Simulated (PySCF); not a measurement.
## Br⁺ (bromine, charge +1) across methods

[Ar] 3d10 4s2 4p4, high-spin 3P determinant. Calculation: PySCF 2.14, in aug-cc-pVTZ-PP with ECP10MDF (6s5p4d2f, 55 functions); scalar relativity through the core potential.

```
method  E (hartree)  mean ε 4s β (eV)  mean ε 4p α (eV)  mean ε 4p β (eV)  Σ⟨r²⟩ (bohr²)   ⟨S²⟩
  MN15    -416.8371           -31.142           -20.204           -18.407          31.38  2.003
  PBE0    -416.3483           -30.814           -19.737           -17.865          31.03  2.003
   LDA    -415.7775           -29.603           -18.236           -16.552          31.12  2.001
   PBE    -416.3723           -29.155           -18.181           -16.453          31.12  2.003
   UHF   -415.09795           -34.495           -23.538           -21.081          31.20  2.009
M06-2X    -416.5634           -31.698           -20.932           -19.125          31.24  2.004
  PW91    -416.5109           -29.264           -18.233           -16.522          31.11  2.002
r2SCAN    -416.2512           -29.400           -18.721           -16.845          30.91  2.005
```

Task: Estimate the same row for M06-L.

Result: E (hartree) = -416.4152; mean ε 4s β (eV) = -29.158; mean ε 4p α (eV) = -18.511; mean ε 4p β (eV) = -16.520; Σ⟨r²⟩ (bohr²) = 30.79; ⟨S²⟩ = 2.005.

Energies and moments cover only the electrons outside the core potential.
